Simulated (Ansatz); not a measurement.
`C[S][Cd][F]`, relaxed with RKS PBE0-D4/def2-TZVP in Ansatz 0.2.0 from a GFN2-xTB geometry. The force threshold is 0.005 eV/Å; the program also tests the step.

Charge 0, multiplicity 1. Cd takes the def2 core potential.

Start:

```xyz
7

C     0.539    0.537   -0.438
S     0.816    0.274    1.346
Cd   -0.960   -1.276    1.594
F    -1.895   -1.335   -0.175
H    -0.482    0.877   -0.607
H     1.243    1.307   -0.738
H     0.740   -0.385   -0.982
```

Problem. By how much does the energy fall, and how many steps does the optimiser take? (Estimate.)

Solution. The calculation gave: 97.29 kJ/mol, in 12 steps.

Problem. Which bonds change most? (Estimate.)

Solution. The calculation gave: Cd3–F4 from 2.002 to 1.942 Å; S2–Cd3 from 2.370 to 2.311 Å; C1–H6 from 1.085 to 1.091 Å; C1–S2 from 1.824 to 1.821 Å.

Problem. Give the relaxed structure. (An estimate is asked.)

Solution. Computed: 
```xyz
7

C     0.813    0.767   -0.504
S     0.565    0.165    1.197
Cd   -1.260   -1.237    0.985
F    -2.793   -2.421    0.841
H    -0.046    1.327   -0.869
H     1.669    1.442   -0.456
H     1.052   -0.042   -1.193
```
